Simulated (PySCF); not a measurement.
**Finite-field polarisability of Sn (tin, neutral)**

[Kr] 4d10 5s2 5p2, high-spin 3P determinant. Computed with PySCF 2.14 in def2-QZVPPD with the def2 core potential (28 electrons) (8s6p5d4f1g, 88 functions), with scalar relativity through the core potential. Frozen: 4s2 4p6 4d10. Energy changes in a uniform field (μhartree):

```csv
axis,F (au),HF,MP2,CCSD,CCSD(T)
x,0.0021,-103.950,-103.114,-102.666,-102.758
x,0.0042,-415.911,-412.568,-410.776,-411.148
y,0.0018,-100.742,-99.262,-99.145,-99.241
y,0.0036,-403.466,-397.516,-397.049,-397.436
```

By symmetry the remaining axis equals y.

(1) Derive α along x at CCSD(T) from the two fields.

(2) And the mean polarisability at each level?

Answers

(1) With ΔE = −αF²/2 − γF⁴/24, α = −(16 ΔE(F) − ΔE(2F))/(6F²) = 46.60 bohr³.

(2) The components xx, yy, zz at CCSD(T) are 46.60, 61.24, 61.24, the third axis being equal by symmetry to one of the two computed. Means: HF 57.15, MP2 56.42, CCSD 56.30, CCSD(T) 56.36 bohr³. Reference: 53 ± 6 bohr³ (recommended; Schwerdtfeger and Nagle, table of static dipole polarizabilities (2023 update)).
